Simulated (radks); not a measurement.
Q: All-electron atom: Ne V in [He] 2s2 2p2. All-electron calculation, scalar-relativistic Kohn-Sham, exchange-only PBE, spin-polarised, spherical densities, finite nucleus; open shells are filled with parallel spins first; Fermi nuclear charge, rms radius 3.0055 fm. Program: a radial shooting solver on a logarithmic mesh with Libxc functionals. Some entries of the table are withheld. Estimate them.

orbital,occ.,eigenvalue (eV),<1/r> (bohr^-1),r(max) (bohr)
1s up,1,-952.4522,9.630,0.1026
1s down,1,-949.4908,9.652,0.1025
2s up,1,-132.5583,1.928,0.6272
2s down,1,-125.3102,1.884,0.6347
2p up,2,(1),1.840,0.5334
2p down,0,(2),1.802,0.5434
3s up,0,-41.9959,0.6913,1.895

A: 
(1) 2p up eigenvalue (eV): -111.1454
(2) 2p down eigenvalue (eV): -103.3855
